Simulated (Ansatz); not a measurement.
A run on ClGaH$_{2}$S (`[SH][GaH][Cl]`) with other settings.

```yaml
crystal:
  periodic: [false, false, false]
  atoms:
    - {symbol: S, position_ang: [-1.582244, -0.404850, -0.274952]}
    - {symbol: Ga, position_ang: [0.535532, -0.033673, 0.117337]}
    - {symbol: Cl, position_ang: [1.645812, -1.796461, 0.601374]}
    - {symbol: H, position_ang: [-1.845914, 0.891358, -0.514702]}
    - {symbol: H, position_ang: [1.246814, 1.343626, 0.070944]}
basis:
  gaussian: {orbitals: 6-31G}
hamiltonian: {xc: {name: RPBE}, dispersion: d3bjatm, pseudopotentials: {relativity: none}}
accuracy: high
output: {forces: true}
```

```sh
$ ansatz run in.yaml --threads 2 --pin off --events-out ev --progress --plain --max-ram 32768MiB --backend cpu
```

It prints (some lines left out):

```
Functional definition: RPBE
1153 factors; integrals over basis functions are off by at most 6.3e-9 eV
mean field evaluation 1: about -75752.7252 eV, gradient 2.9e1 eV
mean field evaluation 2: about -75748.1877 eV, gradient 5.1e1 eV
mean field evaluation 4: about -75754.7405 eV, gradient 2.2e0 eV
mean field evaluation 8: about -75754.7538 eV, gradient 3.5e-2 eV
mean field evaluation 16: about -75754.7538 eV, gradient 4.7e-7 eV
mean field -75754.75379346 eV, -2783.9358534934 hartree, gradient 8.2e-8 eV, S^2 0.000000; 0 other end points of the search recorded, 0 dependent functions left out
reference -75754.75379755 eV, -2783.9358536437 hartree; 33, 33 occupied and 26, 26 virtual orbitals, 1153 factors
Total energy: -75755.67154714 eV, -2783.9695803191 hartree
Atom 0 at    -1.582244    -0.404850    -0.274952 Å, force    -0.648837    -1.150463     0.027252 eV/Å
Atom 1 at     0.535532    -0.033673     0.117337 Å, force     0.337273     1.030994    -0.075746 eV/Å
Atom 2 at     1.645812    -1.796461     0.601374 Å, force     0.651067    -1.040848     0.284856 eV/Å
Atom 3 at    -1.845914     0.891358    -0.514702 Å, force    -0.366156     1.071856    -0.229385 eV/Å
Atom 4 at     1.246814     1.343626     0.070944 Å, force     0.026653     0.088460    -0.006977 eV/Å
Dipole moment:    -0.096524     0.654638    -0.113385 e Å
```

Hardware: 2 threads of a server CPU on a shared host. Wall time 3.4 s, peak host memory 0.18 GiB.
